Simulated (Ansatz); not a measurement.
```yaml
crystal:
  periodic: [false, false, false]
  atoms:
    - {symbol: Zr, position_ang: [0.131333, -0.272590, 1.338453]}
    - {symbol: Zr, position_ang: [-0.132005, 0.272957, -1.338311]}
    - {symbol: N, position_ang: [-0.654234, -1.124468, -0.164821]}
    - {symbol: N, position_ang: [0.654906, 1.124092, 0.164679]}
basis:
  gaussian: {orbitals: def2-SVP}
total_charge: -1
magnetization: {spin_polarized: true, initial_magnetization: 1}
hamiltonian: {xc: {name: PBEsol}}
output: {forces: true}
```

```sh
$ ansatz run in.yaml --threads 4 --pin off --events-out ev --progress --plain --max-ram 3916MiB
```

Output, abridged:

```
Functional definition: PBEsol
  name "PBEsol"
  cite "Perdew et al., Phys. Rev. Lett. 100, 136406 (2008) doi:10.1103/PhysRevLett.100.136406"
  cite "Perdew, Burke & Ernzerhof, Phys. Rev. Lett. 77, 3865 (1996) doi:10.1103/PhysRevLett.77.3865"
  parent pbesol
  exchange = pbesol_x
  correlation = pbesol_c
900 factors; their error is unknown
mean field evaluation 1: about -5512.4227 eV, gradient 4.7e1 eV
mean field evaluation 2: about -5342.9337 eV, gradient 1.5e2 eV
mean field evaluation 4: about -5520.3319 eV, gradient 1.6e1 eV
mean field evaluation 8: about -5521.9018 eV, gradient 7.0e-1 eV
mean field evaluation 16: about -5521.8839 eV, gradient 1.6e-3 eV
mean field evaluation 32: about -5521.3209 eV, gradient 3.8e-4 eV
mean field evaluation 64: about -5521.8839 eV, gradient 1.2e-3 eV
mean field evaluation 96: about -5520.4251 eV, gradient 2.1e0 eV
mean field evaluation 128: about -5521.0463 eV, gradient 3.7e0 eV
mean field -5521.88390952 eV, -202.9254908076 hartree, gradient 2.8e-5 eV, S^2 0.780060; 15 other end points of the search recorded, 0 dependent functions left out
the calculation of the forces begins
reference -5521.88394085 eV, -202.9254919590 hartree; 20, 19 occupied and 70, 71 virtual orbitals, 900 factors
Total energy: -5521.88394085 eV, -202.9254919590 hartree
Atom 0 at     0.131333    -0.272590     1.338453 Å, force     0.149871    -0.310281     1.520982 eV/Å
Atom 1 at    -0.132005     0.272957    -1.338311 Å, force    -0.149279     0.309954    -1.521107 eV/Å
Atom 2 at    -0.654234    -1.124468    -0.164821 Å, force    -0.309243    -0.530530    -0.077567 eV/Å
Atom 3 at     0.654906     1.124092     0.164679 Å, force     0.308651     0.530856     0.077691 eV/Å
Dipole moment:     0.000011    -0.000006    -0.000002 e Å
```

It took 15 s on 4 threads of Arm Neoverse V1 on a shared host.

In the def2 sets Zr takes a core potential; there is no spin–orbit coupling. The highest occupied level of an anion often lies above zero with these methods, and sets without diffuse functions describe the outer electron poorly.

The dipole of an ion depends on the origin.
